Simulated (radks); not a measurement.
Task: Valence configurations of Co+ (all share [Ar]). Method: Dirac Kohn-Sham, PBEsol, spin-unpolarised, spherical densities, point nucleus; open shells are shared between the two j in proportion to 2j + 1; computed with a radial shooting solver on a logarithmic mesh with Libxc functionals. Order these by energy: 3d6 4s2; 3d6 4p2; 3d7 4p1; 3d6 4s1 4p1; 3d4 4p4; 3d7.5 4s0.5; 3d5.5 4s1 4p1.5; 3d7.5 4p0.5; 3d8; 3d7 4s1.

Result: From the lowest, in eV above it: 3d8 0.000; 3d7.5 4s0.5 0.930; 3d7 4s1 2.623; 3d7.5 4p0.5 3.475; 3d7 4p1 8.016; 3d6 4s2 8.788; 3d6 4s1 4p1 14.773; 3d6 4p2 20.873; 3d5.5 4s1 4p1.5 22.978; 3d4 4p4 64.923. NIST lists [Ar] 3d8 as the ground configuration; this level of theory agrees among the configurations tried. The energies are those of spherical spin-averaged densities, not of single terms.
